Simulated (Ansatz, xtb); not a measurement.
C2H3BrCuF: 6 structures ranked

6 gas-phase structures of C2H3BrCuF, found in a search over its isomers (lower ones may exist). Each was relaxed with GFN2-xTB; where two conformers were screened, the lower at r2SCAN-D4/def2-SVP is listed:

A. a singlet given by its coordinates
B. a singlet given by its coordinates
C. `C[C@](F)([Cu])Br`, a singlet
D. `F[C@H]([Cu])CBr`, a singlet
E. `F[C@H](Br)[CH2][Cu]`, a singlet
F. `FC[C@H]([Cu])Br`, a singlet

B (Å):

```yaml
atoms:
  - { symbol: C, position_ang: [-0.3750, 0.4032, 0.6866] }
  - { symbol: C, position_ang: [0.6531, -0.6108, 1.0034] }
  - { symbol: Br, position_ang: [3.4136, -2.1849, -1.5164] }
  - { symbol: Cu, position_ang: [1.9323, -1.3516, -0.1340] }
  - { symbol: F, position_ang: [0.5279, -0.9572, 2.2924] }
  - { symbol: H, position_ang: [-1.3615, -0.0654, 0.7767] }
  - { symbol: H, position_ang: [-0.3587, 1.1986, 1.4375] }
  - { symbol: H, position_ang: [-0.2590, 0.8139, -0.3110] }
```

Close contacts (Å): C1–C2 1.48, C2–Cu4 1.87, C2–F5 1.34, Br3–Cu4 2.19, C1–H6 1.10, C1–H7 1.09, C1–H8 1.09.

A (Å):

```xyz
8

C    -0.7421    0.3859    0.5214
C    -0.3776   -0.3837    1.7316
Br   -1.9351   -1.1122    2.5395
Cu    1.3191   -0.5859    2.4369
F     2.8606   -0.7549    3.0611
H    -1.1180    1.3612    0.8550
H     0.1237    0.5639   -0.1127
H    -1.5510   -0.0720   -0.0521
```

Close contacts (Å): C1–C2 1.48, C2–Br3 1.90, C2–Cu4 1.85, Cu4–F5 1.67, C1–H6 1.10, C1–H7 1.09, C1–H8 1.09.

Q: Which do you expect lowest at r2SCAN-D4/def2-SVP, and how would the others follow?

A: Calculated order at r2SCAN-D4/def2-SVP: B (0.0), A (108.7), E (125.0), C (137.6), F (145.0), D (159.6) kJ/mol.

Energies above the lowest of each column, in kJ/mol; the last columns are at PBE0-D3(BJ)/def2-SVP geometries and were run for some of them only (a dash: not run or not comparable):

```csv
structure,GFN2-xTB,HF/STO-3G,r2SCAN-D4/def2-SVP,PBE0-D3(BJ)/def2-SVP,CCSD(T)/def2-SVP + ΔMP2/def2-TZVPP
B,0.0,0.0,0.0,0.0,0.0
A,34.0,198.8,108.7,120.5,71.2
E,78.4,59.4,125.0,–,–
C,95.0,83.4,137.6,–,–
F,99.5,81.0,145.0,–,–
D,92.8,94.9,159.6,–,–
```

Every level run on B puts it lowest or level with the lowest. Some further structures that were screened fall inside this span and aren't listed. Flexible structures stand in one conformer each, not always the lowest. Frequencies (PBE0-D3(BJ)/def2-SVP) were run for A, B alone. The ΔMP2 step shifts differences by up to 44.8 kJ/mol, which makes them less sure. Large T1 diagnostics make some coupled-cluster values less sure. ΔMP2 is the change of the MP2 energy from the smaller to the larger basis.

Over these structures GFN2-xTB departs from r2SCAN-D4/def2-SVP by 16.7 kJ/mol on average once a common shift is removed. A GFN2-xTB relaxation took about 0.12 s and the r2SCAN-D4/def2-SVP energy about 3.3 s on a shared host (Ansatz 0.2.0, xtb 6.7.1).
